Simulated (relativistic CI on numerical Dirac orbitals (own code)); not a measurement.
# Pd4+: 4d valence photoemission

Computed with this model: Dirac-Coulomb-Breit CI, KLI orbitals optimised for each configuration, model QED (radiative potential, 1s self-energy scaled to tabulated hydrogen-like ionisation energies), valence Slater integrals scaled by 0.7, multiplet model of photoemission in the sudden approximation; configurations [Kr] 4d6 → [Kr] 4d5; 300 K; Lorentzian 0.3 eV and Gaussian 0.5 eV FWHM. Energies are those of the free ion, without screening or charge transfer. The energies are binding energies and can lie tens of eV above those of solids. S is read from ⟨S²⟩ = S(S + 1).

Field parameters in Wybourne normalisation: D3d B²₀ = −7Dσ, B⁴₀ = −14Dq − 21Dτ, B⁴₃ = −14√(10/7) Dq; D4h B²₀ = −7Ds, B⁴₀ = 21(Dq − Dt), B⁴₄ = 21√(5/14) Dq; Oh B⁴₀ = 21Dq, B⁴₄ = √(5/14) B⁴₀. The field is a parameter set, without covalency.

Peaks in eV (height, largest 100): 62.2 (42), 65.1 (100), 66.9 (28).

**Question.** Which surroundings give this spectrum?
A. free ion
B. Oh, 10Dq = 22300 cm⁻¹
C. D4h, 10Dq = 22600, Ds = 2840, Dt = -540 cm⁻¹
D. D4h, 10Dq = 21250, Ds = -1500, Dt = 170 cm⁻¹

**Answer.** A. free ion, where the ground state has S = 1.97.
